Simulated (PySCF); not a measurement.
chlorosilylformaldehyde (CH₃ClOSi), SMILES O=C[SiH2]Cl.

Geometry optimised at B3LYP-D3(BJ)/def2-SVP. The values are those of a single conformer.

All values below come from B3LYP-D3(BJ)/def2-SVP in PySCF.

Frequencies are harmonic and unscaled.

```csv
mode,ν (cm⁻¹),IR (km/mol),Raman (Å⁴/amu),depolarisation,moving atoms (share of kinetic energy)
1,67,10.8,2.6,0.75,"O 34 %, C 27 %, H 27 %"
2,124,13.3,1.2,0.75,"Si 33 %, Cl 26 %, O 22 %, C 9 %, H 9 %"
3,312,2.4,8.3,0.35,"O 53 %, C 20 %, Cl 16 %"
4,464,22.7,8.0,0.75,"H 85 %, Si 13 %"
5,550,66.9,7.6,0.32,"Si 51 %, Cl 40 %"
6,684,3.8,17.9,0.75,H 96 %
7,700,2.0,14.6,0.25,"C 56 %, Si 26 %, H 16 %"
8,858,242.9,9.1,0.68,"H 87 %, Si 10 %"
9,895,17.6,2.7,0.75,"H 58 %, C 36 %"
10,943,100.7,13.1,0.71,H 95 %
11,1368,14.1,6.1,0.33,"H 82 %, C 11 %"
12,1790,113.8,12.3,0.62,"C 57 %, O 42 %"
13,2247,56.4,199.0,0.06,H 98 %
14,2259,92.7,86.5,0.75,H 95 %
15,2829,121.5,200.7,0.35,H 92 %
```
